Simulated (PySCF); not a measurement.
## Telling isomers of C6H12NP apart by NMR

PySCF 2.14.0 with density-fitted response routines calculation with shieldings: GIAO PBE0/pcSseg-1 and geometry from GFN2-xTB; fast rotation and ring inversion assumed for equivalent nuclei, relativity neglected, no solvent model, one conformer.

Scale: $^{1}$H, $^{13}$C against TMS (reference shieldings calculated alike). Splittings of carbon signals by F and P are missing where no couplings were computed. Where no couplings were computed, multiplicities follow the n + 1 count of equivalent neighbours, and m marks all less simple cases (inequivalent or close neighbours, rings, F or P nearby). Shifts are as computed. Against solution values, carbons near 30 ppm lie about +3 ppm off and those near 130 ppm about +5 ppm. Of 1211 compounds with measured shifts, 218 miss one by over three times the rms of a fit or turn the order of signals round; such compounds aren't used in these exercises. OH and NH positions are gas-phase values without hydrogen bonding to other molecules.

(1) Tabulate the signals of `N=[P@]12CC[C@H](CC1)C2`, `C=C[P@@]1(=N)CC[C@H]1C` and their relative energies.

(2) What is the quickest way to tell N=[P@]12CC[C@H](CC1)C2 from C=C[P@@]1(=N)CC[C@H]1C?

## Answers

(1) 
```tsv
SMILES	carbon types	δC	δH	E rel. (kcal/mol)
N=[P@]12CC[C@H](CC1)C2	1×CH 5×CH2	35.3, 32.8, 31.0, 25.0	1.92 (m, 1H), 1.76 (m, 2H), 1.69 (m, 2H), 1.54 (m, 2H), 1.48 (m, 2H), 0.94 (m, 2H), 0.37 (br s, 1H)	0.0
C=C[P@@]1(=N)CC[C@H]1C	2×CH 3×CH2 1×CH3	145.5, 132.5, 57.8, 42.2, 20.5, 17.9	7.39 (m, 1H), 6.71 (m, 1H), 6.15 (m, 1H), 2.75 (m, 1H), 2.39 (m, 1H), 2.37 (m, 1H), 2.00 (m, 1H), 1.35 (br s, 1H), 1.18 (m, 3H), 0.99 (m, 1H)	30.9
```

Energies are electronic energies at PBE0/pcSseg-1 on these geometries, without zero-point or thermal terms, each for the one conformer computed, which needn't be the lowest.

(2) Count the carbon signals: 4 against 6. The first has an sp3 CH in a ring at 32.8 ppm, the second a terminal =CH2 carbon at 145.5 ppm. Their most deshielded carbons lie at 35.3 and 145.5 ppm. In the proton spectra the most deshielded non-exchanging signals are 1.92 (m, 1H) and 7.39 (m, 1H).
